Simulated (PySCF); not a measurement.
**[Pb(CCH)]+ at several levels of theory**

Computed with PySCF 2.14.0 (density fitting, no spin-orbit coupling) at the geometry relaxed with r2SCAN:

```xyz
4
[Pb(CCH)]+ (singlet)
Pb    0.0000    0.0000   -0.1847
C     0.0000    0.0000    1.9843
C     0.0000    0.0000    3.2169
H     0.0000    0.0000    4.2989
```

```csv
level,basis,state,HOMO (eV),gap (eV),charge on Pb1 (e),dipole about the centre of mass (D),largest force component (eV/Å)
r2SCAN,"Pb def2-SVP with ECP60, C def2-SVP, H def2-SVP",singlet,-12.37,3.27,1.09,1.16,0.03
HF,the same,singlet,-15.54,9.83,1.27,0.49,2.74
r2SCAN,"Pb def2-TZVP with ECP60, C def2-TZVP, H def2-TZVP",singlet,-12.32,3.23,1.30,1.10,0.69
r2SCAN,"Pb x2c-SVPall, C x2c-SVPall, H x2c-SVPall",singlet,-12.36,3.24,1.15,1.13,0.44
```

Charges are Mulliken's, which hang on the basis. The relaxation used the grid (50, 194), these runs (75, 302) or, all-electron (x2c bases, spin-free X2C Hamiltonian), (99, 590).

Problem. A further run in the first row's basis gives HOMO (eV) -12.99, gap (eV) 4.15, charge on Pb1 (e) 1.06, dipole about the centre of mass (D) 1.12, largest force component (eV/Å) 0.37. Which level was it?
A. CAM-B3LYP
B. revPBE
C. B3LYP

Solution. C. The others give HOMO -12.10 eV (revPBE); -14.45 eV (CAM-B3LYP).

In the first row's basis the gap widens with exact exchange: 2.9 to 3.3 eV for revPBE, r2SCAN (none); 4.2 eV for B3LYP (a fixed share); 6.7 to 9.8 eV for CAM-B3LYP, Hartree–Fock (rising or full at long range).

No frequency check is given that shows the relaxed geometry to be a minimum.
